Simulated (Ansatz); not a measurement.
Mg5S4. The state is a singlet with charge 0. Geometry B3LYP-D4/def2-SVP; atoms count from 1.

```
atom    x (Å)    y (Å)    z (Å)
 Mg1   0.1204  -1.3711  -0.8879
 Mg2   1.5128  -0.2995   1.5977
 Mg3  -1.3734   0.3790   1.2521
 Mg4   0.7208   1.6869  -0.4849
 Mg5  -1.8111  -1.0901  -2.9986
  S6  -0.3901  -1.8246   1.4784
  S7   2.2628  -0.1679  -0.7221
  S8  -1.4745   0.8180  -1.1625
  S9   0.4323   1.8693   1.9279
```

The restricted singlet is unstable towards broken spin symmetry at other levels; at PBE0-D4/def2-TZVP this wasn't settled. Another isomer (singlet) lies 0.08 eV lower at PBE0-D4/def2-TZVP; other spin states weren't run for this one.

Question: Estimate the Mulliken populations from the PBE0/def2-TZVP orbitals of Ansatz.

Answer: 
```json
{"atom": "Mg1", "charge (e)": "0.91"}
{"atom": "Mg2", "charge (e)": "0.72"}
{"atom": "Mg3", "charge (e)": "0.72"}
{"atom": "Mg4", "charge (e)": "0.72"}
{"atom": "Mg5", "charge (e)": "0.08"}
{"atom": "S6", "charge (e)": "-0.77"}
{"atom": "S7", "charge (e)": "-0.77"}
{"atom": "S8", "charge (e)": "-0.85"}
{"atom": "S9", "charge (e)": "-0.76"}
```
Mulliken values depend strongly on the basis.

Question: And the Mayer bond orders between heavy atoms (over 0.3)?

Answer: Mg1–Mg5 0.45 (2.87 Å); Mg1–S6 0.56 (2.46 Å); Mg1–S7 0.56 (2.46 Å); Mg2–S6 0.65 (2.44 Å); Mg2–S7 0.65 (2.44 Å); Mg2–S9 0.65 (2.45 Å); Mg3–S6 0.70 (2.42 Å); Mg3–S8 0.61 (2.46 Å); Mg3–S9 0.64 (2.44 Å); Mg4–S7 0.70 (2.42 Å); Mg4–S8 0.61 (2.46 Å); Mg4–S9 0.64 (2.44 Å); Mg5–S8 0.42 (2.67 Å).
